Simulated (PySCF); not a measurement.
Computed shifts of a molecule C2H8GaN, PBE/pcSseg-1 run with PySCF, GIAO, gas phase, atoms alike by connectivity averaged where their shifts nearly agree, in ppm (number of nuclei): ¹H: 5.57 (2), 3.44 (6). ¹⁵N: 145.0 (1). ¹³C: 49.7 (2). References: ¹H against TMS (σ = 31.49 ppm); ¹⁵N against NH3 (σ = 267.0 ppm); ¹³C against TMS (σ = 182.0 ppm), references at their B3LYP-D3(BJ)/def2-TZVP geometries, non-relativistic. Geometry: ωB97X-D3(BJ)/def2-SVP. The values are those of a single conformer.

Q: Which structure fits?
(A) C[CH2][GaH][NH2]
(B) [CH3][Ga]([CH3])[NH2]
(C) C[N](C)[GaH2]

A: C, C[N](C)[GaH2]
